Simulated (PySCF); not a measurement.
Calculation: PBE-D3(BJ)/def2-TZVP // TPSS-D3(BJ)/def2-SVP run with PySCF. All species are isolated molecules in the gas phase. One relaxed conformer stands for a flexible species; it need not be the lowest. 

Reference species: [W(F)6] (neutral, multiplicity 1).

* **coordination number**: 6
* **HOMO–LUMO gap**: 5.28 eV
* **HOMO**: -10.65 eV

After one change: the coordination number is nearly the same; the HOMO–LUMO gap drops by 0.59 eV; the HOMO rises by 1.87 eV.

What was changed between the two runs? The new species is one of these.
A) [W(F)3(OH)3]
B) [W(F)4(OH)2]
C) [W(OH)6]
D) [W(F)5(OH)]

B, [W(F)4(OH)2]
